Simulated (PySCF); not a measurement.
An element was calculated at PBE (PySCF 2.14, ECP, a quadruple-zeta basis, no spin-orbit coupling), in the ground configurations that NIST lists.

```
electron affinity          : 1.056 eV
first ionisation energy    : 7.905 eV
second ionisation energy   : 18.405 eV
third ionisation energy    : 31.205 eV
polarisability of the atom : 53.1 bohr³
```

Question: Which element is it?

Answer: Rhodium (Rh, Z = 45), in def2-QZVPPD with the def2 core potential (28 electrons). NIST lists 7.459, 18.08, 31.06 eV for these ionisation energies.
